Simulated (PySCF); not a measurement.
H9PSi3, charge +1, quartet, at a GFN2-xTB geometry of the parent state (a state made from the parent by changing its charge; the spin is typed, not shown lowest); M062X/def2-SV(P) (PySCF).

Input for PySCF:
```python
from pyscf import gto, scf, dft

mol = gto.Mole()
mol.atom = '''
    Si   -0.73150406    1.82305785   -0.40791737
    P     0.18821174   -0.17350413   -0.73727730
    Si    1.86473710   -0.16240545    0.72209052
    Si   -1.27528289   -1.52970289    0.24227527
    H     0.23660144    2.81452484   -0.86999042
    H    -1.05477390    2.07124934    1.00037921
    H    -1.95510257    1.86016427   -1.20489688
    H     2.82295740    0.83662120    0.25571496
    H     2.44340496   -1.50357383    0.70954322
    H     1.42887523    0.17189027    2.08138167
    H    -0.68465939   -2.86566528    0.23155487
    H    -2.49681096   -1.47983083   -0.55717985
    H    -1.57497050   -1.13611115    1.62237473
'''
mol.basis = 'def2-sv(p)'
mol.charge = 1
mol.spin = 3
mol.verbose = 4
mol.build()

mf = dft.UKS(mol)
mf.xc = 'm062x'
mf.kernel()
```

Question: Write the output that PySCF gives for this input, abridged.

Answer: 
```
PySCF version 2.14.0

[INPUT] verbose = 4
[INPUT] num. atoms = 13
[INPUT] num. electrons = 65
[INPUT] charge = 1
[INPUT] spin (= nelec alpha-beta = 2S) = 3
[INPUT] symmetry False subgroup None
[INPUT] Mole.unit = angstrom
[INPUT] Symbol           X                Y                Z      unit          X                Y                Z       unit  Magmom
[...]
nuclear repulsion = 347.688367613677
number of shells = 50
number of NR pGTOs = 180
number of NR cGTOs = 90
basis = def2-sv(p)
ecp = {}

******** <class 'pyscf.dft.uks.UKS'> ********
method = UKS
initial guess = minao
damping factor = 0
level_shift factor = 0
DIIS = <class 'pyscf.scf.diis.CDIIS'>
diis_start_cycle = 1
diis_space = 8
diis_damp = 0
SCF conv_tol = 1e-09
SCF conv_tol_grad = None
SCF max_cycles = 50
direct_scf = True
direct_scf_tol = 1e-13
number electrons alpha = 34  beta = 31
XC library pyscf.dft.libxc version 7.1.2
    S. Lehtola, C. Steigemann, M. J. T. Oliveira, and M. A. L. Marques,  SoftwareX 7, 1–5 (2018)
XC functionals = m062x
    Y. Zhao and D. G. Truhlar,  Theor. Chem. Acc. 120, 215 (2008)
    Y. Zhao and D. G. Truhlar,  Theor. Chem. Acc. 120, 215 (2008)
radial grids:
    Treutler-Ahlrichs [JCP 102, 346 (1995); DOI:10.1063/1.469408] (M4) radial grids

becke partition: Becke, JCP 88, 2547 (1988); DOI:10.1063/1.454033
pruning grids: <function nwchem_prune>
grids dens level: 3
symmetrized grids: False
atomic radii adjust function: <function treutler_atomic_radii_adjust>
small_rho_cutoff = 0
Set gradient conv threshold to 3.16228e-05
tot grids = 164992
init E= -1214.68555185076

cycle= 1 E= -1214.06893202332  delta_E= 0.617  |g|= 0.281  |ddm|= 5.24

cycle= 2 E= -1214.07907614454  delta_E= -0.0101  |g|= 0.281  |ddm|= 2.49

cycle= 3 E= -1214.14285587314  delta_E= -0.0638  |g|= 0.0509  |ddm|=  1.3

cycle= 4 E= -1214.14587146407  delta_E= -0.00302  |g|= 0.0218  |ddm|= 0.426

cycle= 5 E= -1214.14711298407  delta_E= -0.00124  |g|= 0.0108  |ddm|= 0.215

cycle= 6 E= -1214.14826226447  delta_E= -0.00115  |g|= 0.0106  |ddm|= 0.353

cycle= 7 E= -1214.14926107598  delta_E= -0.000999  |g|= 0.00995  |ddm|= 0.309

cycle= 8 E= -1214.15007505975  delta_E= -0.000814  |g|= 0.0101  |ddm|= 0.261

cycle= 9 E= -1214.15104628148  delta_E= -0.000971  |g|= 0.00991  |ddm|= 0.314

cycle= 10 E= -1214.15348143882  delta_E= -0.00244  |g|= 0.00836  |ddm|= 0.837

cycle= 11 E= -1214.15361988395  delta_E= -0.000138  |g|= 0.0118  |ddm|= 0.13

cycle= 12 E= -1214.15578342974  delta_E= -0.00216  |g|= 0.00762  |ddm|= 0.884

cycle= 13 E= -1214.15692274994  delta_E= -0.00114  |g|= 0.00478  |ddm|= 0.665

cycle= 14 E= -1214.15738267664  delta_E= -0.00046  |g|= 0.00364  |ddm|= 0.397

cycle= 15 E= -1214.1575874935  delta_E= -0.000205  |g|= 0.00844  |ddm|= 0.386

cycle= 16 E= -1214.15762913709  delta_E= -4.16e-05  |g|= 0.00642  |ddm|= 0.0266

cycle= 17 E= -1214.15766486153  delta_E= -3.57e-05  |g|= 0.00204  |ddm|= 0.0681

cycle= 18 E= -1214.15772890514  delta_E= -6.4e-05  |g|= 0.00291  |ddm|= 0.098

cycle= 19 E= -1214.15778337628  delta_E= -5.45e-05  |g|= 0.00169  |ddm|= 0.103

cycle= 20 E= -1214.15782713422  delta_E= -4.38e-05  |g|= 0.000935  |ddm|= 0.114

cycle= 21 E= -1214.15785073995  delta_E= -2.36e-05  |g|= 0.000784  |ddm|= 0.0553

cycle= 22 E= -1214.15787183242  delta_E= -2.11e-05  |g|= 0.000597  |ddm|= 0.0657

cycle= 23 E= -1214.15788435095  delta_E= -1.25e-05  |g|= 0.000469  |ddm|= 0.0486

cycle= 24 E= -1214.15789664765  delta_E= -1.23e-05  |g|= 0.000283  |ddm|= 0.0709

cycle= 25 E= -1214.15790014727  delta_E= -3.5e-06  |g|= 0.000203  |ddm|= 0.0392

cycle= 26 E= -1214.15790086593  delta_E= -7.19e-07  |g|= 0.000126  |ddm|= 0.0132

cycle= 27 E= -1214.15790112494  delta_E= -2.59e-07  |g|= 7.64e-05  |ddm|= 0.00517

cycle= 28 E= -1214.15790121485  delta_E= -8.99e-08  |g|= 5.74e-05  |ddm|= 0.00217

cycle= 29 E= -1214.15790128508  delta_E= -7.02e-08  |g|= 3.51e-05  |ddm|= 0.00318

cycle= 30 E= -1214.15790130209  delta_E= -1.7e-08  |g|= 2.71e-05  |ddm|= 0.00163

cycle= 31 E= -1214.15790131759  delta_E= -1.55e-08  |g|= 1.99e-05  |ddm|= 0.00173

cycle= 32 E= -1214.15790132749  delta_E= -9.9e-09  |g|= 1.24e-05  |ddm|= 0.00186

cycle= 33 E= -1214.15790133101  delta_E= -3.52e-09  |g|= 7.92e-06  |ddm|= 0.00117

cycle= 34 E= -1214.15790133204  delta_E= -1.02e-09  |g|= 6.19e-06  |ddm|= 0.000398

cycle= 35 E= -1214.15790133271  delta_E= -6.74e-10  |g|= 4.6e-06  |ddm|= 0.000493

Extra cycle  E= -1214.15790133292  delta_E= -2.04e-10  |g|= 3.9e-06  |ddm|= 0.000123
converged SCF energy = -1214.15790133292  <S^2> = 3.7573979  2S+1 = 4.0036972
```
